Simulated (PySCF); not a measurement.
Frontier levels across methods

Compound: C7H10Si.
SMILES with atom numbers: `[CH3:1][SiH2:2][c:3]1[cH:4][cH:5][cH:6][cH:7][cH:8]1` (hydrogens: H9, H10, H11 on C1; H12, H13 on Si2; H14 on C4; H15 on C5; H16 on C6; H17 on C7; H18 on C8)

Structure used (PBE0-D3(BJ)/def2-SVP), in Å, numbered top down from 1:
```xyz
18
C7H10Si angstrom
C      2.6266    0.6438    0.3975
Si     1.5329   -0.7547   -0.2166
C     -0.2911   -0.3078   -0.0813
C     -0.7165    1.0287   -0.0525
C     -2.0704    1.3529    0.0284
C     -3.0271    0.3409    0.0822
C     -2.6242   -0.9941    0.0574
C     -1.2700   -1.3122   -0.0224
H      2.3454    0.9431    1.4186
H      3.6814    0.3298    0.4090
H      2.5473    1.5265   -0.2556
H      1.7750   -1.9991    0.5803
H      1.8770   -1.0695   -1.6409
H      0.0188    1.8377   -0.0909
H     -2.3796    2.4008    0.0510
H     -4.0885    0.5923    0.1470
H     -3.3699   -1.7917    0.1041
H     -0.9710   -2.3649   -0.0334
```

Basis pcSseg-1 throughout (PySCF), one geometry. Geometry: PBE0-D3(BJ)/def2-SVP, one conformer, isolated molecule.

**Question.** How do the orbital energies, the gap and the dipole change with the method?

**Answer.** 
```json
{"method": "BLYP", "kind": "GGA", "HOMO (eV)": "-6.12", "LUMO (eV)": "-1.29", "gap (eV)": "4.83", "μ (D)": "0.74", "SCF cycles": "14"}
{"method": "OPBE", "kind": "GGA", "HOMO (eV)": "-6.31", "LUMO (eV)": "-1.40", "gap (eV)": "4.92", "μ (D)": "0.75", "SCF cycles": "15"}
{"method": "BP86", "kind": "GGA", "HOMO (eV)": "-6.42", "LUMO (eV)": "-1.57", "gap (eV)": "4.85", "μ (D)": "0.76", "SCF cycles": "14"}
{"method": "B97-2", "kind": "global hybrid", "HOMO (eV)": "-7.07", "LUMO (eV)": "-0.63", "gap (eV)": "6.44", "μ (D)": "0.75", "SCF cycles": "14"}
{"method": "PBE0", "kind": "global hybrid", "HOMO (eV)": "-7.32", "LUMO (eV)": "-0.60", "gap (eV)": "6.72", "μ (D)": "0.75", "SCF cycles": "13"}
{"method": "mPW1PW91", "kind": "global hybrid", "HOMO (eV)": "-7.34", "LUMO (eV)": "-0.61", "gap (eV)": "6.72", "μ (D)": "0.74", "SCF cycles": "13"}
{"method": "CAM-B3LYP", "kind": "range-separated hybrid", "HOMO (eV)": "-8.49", "LUMO (eV)": "0.52", "gap (eV)": "9.01", "μ (D)": "0.72", "SCF cycles": "12"}
{"method": "wB97X-D", "kind": "range-separated hybrid", "HOMO (eV)": "-9.07", "LUMO (eV)": "1.12", "gap (eV)": "10.19", "μ (D)": "0.73", "SCF cycles": "12"}
{"method": "LC-wPBE", "kind": "range-separated hybrid", "HOMO (eV)": "-9.82", "LUMO (eV)": "1.47", "gap (eV)": "11.29", "μ (D)": "0.72", "SCF cycles": "12"}
```

The HOMO spans 3.70 eV, from BLYP down to LC-wPBE, and the gap runs from 4.83 eV (BLYP) to 11.29 eV (LC-wPBE). Over the methods BLYP (0 %), OPBE (0 %), BP86 (0 %), B97-2 (21 %), PBE0 (25 %), mPW1PW91 (25 %), a straight line through the gap against the share of exact exchange rises by 0.74 eV for each 10 % (correlation coefficient 1.000). The dipole ranges from 0.72 D (CAM-B3LYP) to 0.76 D (BP86). This basis has no diffuse functions.

The vertical ΔSCF ionisation energy at B3LYP/def2-SVPD is 9.01 eV; −ε(HOMO) comes closest to it with wB97X-D (9.07 eV).
